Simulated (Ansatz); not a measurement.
Reaction (substitution at a C–I bond): `CC(F)I` + `OCF` → `CC(F)OCF` + HI

Gas-phase electronic energies from Ansatz, PBE0-D4/def2-TZVP geometries. CCSD(T)/CBS is the MP2 limit (def2-TZVPP, def2-QZVPP) plus CCSD(T) − MP2 in def2-TZVPP, frozen cores. DFT in def2-TZVPP. B3LYP here is the variant with VWN-RPA as its local correlation; programs differ in this. HSE06 is defined as in plane-wave codes. Elements past krypton have def2 core potentials. For I outer-core shells are correlated without core-valence functions, which leaves a few kJ/mol of doubt a bond. One conformer a species, not always the lowest.

`CC(F)I`:

```xyz
8

C    -0.484   -0.670    0.076
C     0.456    0.454   -0.235
F     1.746    0.063   -0.049
I     0.070    2.177    1.019
H    -0.379   -0.985    1.114
H    -1.515   -0.362   -0.098
H    -0.250   -1.516   -0.577
H     0.358    0.839   -1.250
```

`OCF`:

Cartesian coordinates in Å:
```
O 0.667 0.682 0.510
C 0.002 -0.268 -0.218
F -0.968 0.306 -1.016
H 0.081 1.032 1.187
H -0.513 -1.004 0.410
H 0.732 -0.747 -0.873
```

`CC(F)OCF`:

```xyz
12

C     0.181    1.551    0.873
C     0.238    0.103    0.499
F    -0.241   -0.667    1.546
O    -0.570   -0.106   -0.613
C    -0.433   -1.342   -1.206
F     0.739   -1.403   -1.927
H    -0.856    1.842    1.045
H     0.592    2.158    0.066
H     0.760    1.722    1.781
H     1.257   -0.251    0.306
H    -1.265   -1.458   -1.901
H    -0.403   -2.149   -0.468
```

HI:

Z-matrix (Å, degrees):
```
I
H 1 1.610
```

```
             level  ΔE (kcal/mol)  difference from CCSD(T)/CBS
            PBE-D4           -1.7                          0.8
         revPBE-D4           -1.3                          1.2
           BLYP-D4           -1.7                          0.8
         r2SCAN-D4           -3.8                         -1.3
            B97M-V           -5.0                         -2.5
           PBE0-D4           -3.3                         -0.8
          B3LYP-D4           -3.3                         -0.8
        r2SCANh-D4           -4.1                         -1.6
        r2SCAN0-D4           -4.7                         -2.2
          HSE06-D4           -3.2                         -0.7
          BHLYP-D4           -5.2                         -2.7
           ωB97M-V           -4.9                         -2.4
            B2PLYP           -3.6                         -1.1
          PBE-QIDH           -4.0                         -1.5
               PBE           -1.8                          0.7
            revPBE           -0.7                          1.8
              BLYP           -2.1                          0.4
            r2SCAN           -3.7                         -1.2
              PBE0           -3.4                         -0.9
             B3LYP           -3.7                         -1.2
           r2SCAN0           -4.6                         -2.1
             HSE06           -3.3                         -0.8
             BHLYP           -5.9                         -3.4
         CAM-B3LYP           -6.2                         -3.7
           LC-ωPBE           -5.9                         -3.4
RPA@PBE/def2-TZVPP           -5.1                         -2.6
       HF/def2-SVP          -13.4                        -10.9
      MP2/def2-SVP           -9.3                         -6.8
     CCSD/def2-SVP          -11.5                         -9.0
  CCSD(T)/def2-SVP          -11.2                         -8.7
     HF/def2-TZVPP           -8.3                         -5.8
    MP2/def2-TZVPP           -2.4                          0.1
SCS-MP2/def2-TZVPP           -3.3                         -0.8
   CCSD/def2-TZVPP           -5.4                         -2.9
     HF/def2-QZVPP           -8.1                         -5.6
    MP2/def2-QZVPP           -1.1                          1.4
SCS-MP2/def2-QZVPP           -2.2                          0.3
      HF/CBS(def2)           -8.1                         -5.6
     MP2/CBS(def2)           -0.3                          2.2
    CCSD/CBS(def2)           -3.3                         -0.8
       CCSD(T)/CBS           -2.5                            0
```

Largest T1 diagnostic among the species: 0.011.

From r2SCAN to r2SCAN0 (25 % exact exchange), in def2-TZVPP and without D4, ΔE moves by −0.9 kcal/mol. At CCSD(T), def2-SVP lies −8.6 kcal/mol from the extrapolated value and def2-TZVPP −2.1 kcal/mol.
